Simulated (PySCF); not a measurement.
# Hartree-Fock beside MP2: AlClH3NSi

Calculated results; nothing here was measured. The program is PySCF 2.14.0, an open-source quantum chemistry code, run on an isolated molecule that a program drew, which may never have been made. The molecule is AlClH3NSi (charge 0, singlet), drawn as the SMILES string `[Al][NH][SiH2]Cl`.

The geometry was optimised and harmonic frequencies were computed with HF and MP2, all in the cc-pV(D+d)Z basis, for the commonest isotopes, with a restricted reference for singlets and an unrestricted one otherwise, and a frozen core in MP2. Each result is a local minimum of its method.

Geometry at the HF minimum:
```xyz
7
AlClH3NSi, angstrom
Al   -0.1585    1.1232   -0.8351
N    -0.3937   -0.5954   -0.2511
Si   -0.9718   -1.9898   -1.0518
Cl   -2.8725   -2.5536   -0.4022
H    -0.1853   -0.7571    0.7261
H    -1.0935   -1.6837   -2.4882
H    -0.1301   -3.1772   -0.8304
```

Lengths of the bonds as drawn, in Å (atoms numbered as above):
```
bond,HF,MP2
Al1-N2,1.830,1.846
N2-Si3,1.709,1.726
Si3-Cl4,2.086,2.077
N2-H5,1.012,1.028
Si3-H6,1.474,1.479
Si3-H7,1.472,1.477
```

Rotational constants, in GHz:
| constant | HF | MP2 |
|---|---|---|
| A | 10.24 | 10.3 |
| B | 1.434 | 1.427 |
| C | 1.332 | 1.335 |

Harmonic frequencies in cm^-1, each column in rising order, so a row needn't be the same motion in every method:
```
rank,HF,MP2
1,65,65
2,161,?
3,227,220
4,457,427
5,541,533
6,586,568
7,690,657
8,827,788
9,926,878
10,979,932
11,1035,979
12,1163,1053
13,2342,2292
14,2348,2301
15,3698,3531
```

**Estimate the missing MP2 frequency from the HF column.**

A single factor s that minimises the squared misfit of MP2 against s times HF over the other rows is sum(HF x MP2) / sum(HF^2) = 0.9610, with an rms misfit of 26 cm^-1. For rank 2 it gives 0.9610 x 161 = 155 cm^-1. The calculation gives 134 cm^-1, 21 cm^-1 below the estimate. The drawn bonds are on average 0.6 % longer in MP2 than in HF.
